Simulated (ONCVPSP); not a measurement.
oxygen (O), ONCV: configuration errors across variants

O (Z = 8), optimised norm-conserving Vanderbilt (ONCV), made with ONCVPSP 4.0.1 (PBE, scalar-relativistic). Core [He], reference 2s2 2p4. Waves: 2s: rc 0.60 bohr, ncon 4, nbas 7, qcut 9.8 1/bohr, 1 projector; 2p: rc 1.45 bohr, ncon 4, nbas 8, qcut 11.3 1/bohr, 2 projectors, debl 3.1 Ha; d scattering state at 0.2 Ha: rc 1.25 bohr, ncon 4, nbas 7, qcut 8.3 1/bohr, 2 projectors, debl 3.9 Ha. Local part: polynomial inside 0.40 bohr (lpopt 5, dvloc0 4 Ha). Core correction: Teter function, fcfact 3, rcfact 1.7.

All-electron excitation energies from the reference (eV): (1) 2s2 2p3 16.431; (2) 2s2 2p2 50.017; (3) 2s2 2p1 103.885; (4) 2s2 2p3.5 6.286.

1 further variants failed, have other tests or another functional or relativity, and are left out.

A true bound ghost makes a file unfit for plane-wave use even where its test errors are small: the radial tests pick states by their node count and pass the ghost by.

Errors AE − PS in meV (a dash: test not solved or not reliable):

```tsv
change	(1)	(2)	(3)	(4)	bound ghosts	GHOST(+) flags above zero
base	+15	+126	+512	+2.1	none	d
core correction Teter function, fcfact 3, rcfact 1.72	+15	+126	+509	+2.1	none	d
s: nproj 2	+13	+112	+454	+1.8	s	d
core correction Teter function, fcfact 1.2, rcfact 1.7	+14	+124	+506	+2.0	none	d
local potential polynomial inside 0.40 bohr (lpopt 5, dvloc0 7.5 Ha)	+15	+126	+509	+2.1	none	none
s: qcut 14.9	+15	+128	+520	+2.2	none	d
```

**Question.** Give the same row for: p: nbas 9.

**Answer.** +15, +127, +512, +2.1; bound ghosts: none; GHOST(+) flags above zero: d.
